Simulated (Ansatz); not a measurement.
Abridged output of a molecular run in Ansatz:

```
Functional definition: HF
1631 factors; integrals over basis functions are off by at most 1.2e-3 eV
mean field evaluation 1: about -5024.9517 eV, gradient 3.8e1 eV
mean field evaluation 2: about -5025.1556 eV, gradient 3.8e1 eV
mean field evaluation 4: about -5029.1333 eV, gradient 4.5e0 eV
mean field evaluation 8: about -5029.1994 eV, gradient 2.3e-1 eV
mean field -5029.19972326 eV, -184.8196809158 hartree, gradient 2.3e-6 eV, S^2 0.000000; 0 other end points of the search recorded, 0 dependent functions left out
5 core orbitals not correlated: weight in the atoms' cores, before any rotation towards them, 1.000 or more for the frozen orbitals, at most 0.000 for the correlated occupied ones
reference -5029.19972326 eV, -184.8196809158 hartree; 14, 14 occupied and 262, 262 virtual orbitals, 1631 factors
second order -21.13974533 eV of doubles, -0.00000000 eV of singles
cycle   1  -21.94812290 eV  change   -8.1e-1 eV  update   9.1e-2
cycle   2  -22.50350387 eV  change   -5.6e-1 eV  update   2.6e-2
cycle   3  -22.57889175 eV  change   -7.5e-2 eV  update   1.1e-2
cycle   4  -22.57289777 eV  change    6.0e-3 eV  update   2.7e-3
cycle   5  -22.57320385 eV  change   -3.1e-4 eV  update   1.1e-3
cycle   6  -22.57309165 eV  change    1.1e-4 eV  update   3.5e-4
cycle   7  -22.57291579 eV  change    1.8e-4 eV  update   1.2e-4
cycle   8  -22.57290293 eV  change    1.3e-5 eV  update   4.4e-5
cycle   9  -22.57290693 eV  change   -4.0e-6 eV  update   1.5e-5
perturbative correction -0.88178225 eV, -0.0324049001 hartree
Total energy: -5052.65441244 eV, -185.6816248450 hartree
```

Its atoms:

Z-matrix (Å, degrees):
```
C
C 1 1.509
B 1 1.551 2 119.8
H 1 1.109 2 109.3 3 119.2
H 1 1.097 2 109.2 3 -130.1
N 2 1.498 1 114.2 3 -59.7
B 2 1.568 1 124.7 3 -133.0
H 2 1.088 1 113.0 3 66.6
H 3 1.198 1 120.4 2 -166.0
H 3 1.202 1 121.5 2 17.7
H 6 1.009 2 115.8 1 -5.7
H 6 1.008 2 116.8 1 129.6
H 7 1.199 2 120.1 1 -159.2
H 7 1.202 2 117.4 1 3.0
```

(1) Which basis set was used?
A. def2-TZVPPD
B. def2-QZVPP
C. def2-TZVPP
D. cc-pV(Q+d)Z

(2) Write the keys of the input that set method, charge and spin (a neutral closed shell needs none for the last two).

Results:

(1) C. It gives 281 functions.

(2) 
```yaml
correlation: {method: ccsd_t}
```
